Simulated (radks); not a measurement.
All-electron atom: Ho51+ in [Ne] 3s2 3p4. All-electron calculation, scalar-relativistic Kohn-Sham, r2SCAN, spin-polarised, spherical densities, finite nucleus; open shells are filled with parallel spins first (spin-orbit coupling, left out, can overturn this in heavy ions); meta-GGA in the generalised Kohn-Sham scheme; Fermi nuclear charge, rms radius 5.2022 fm. Program: a radial shooting solver on a logarithmic mesh with Libxc functionals.

Unscreened Slater integrals over Kohn-Sham orbitals (hartree). They are taken over the spin-up orbitals.

integral,value
"F0(3p,3p)",4.3464
"F2(3p,3p)",2.1780
"F0(3p,3s)",4.2870
"G1(3p,3s)",2.7738
"F0(3p,2p)",5.7465
"F2(3p,2p)",1.4824
"G0(3p,2p)",0.59249
"G2(3p,2p)",0.65586
"F0(3s,3s)",4.2413
"F0(3s,2p)",5.5481
"G1(3s,2p)",0.58079
"F0(2p,2p)",11.830
"F2(2p,2p)",5.6089

Derived for the open shells (J is the average intra-shell exchange parameter used in DFT+U). 3p: J = F2/5 = 0.4356 hartree.
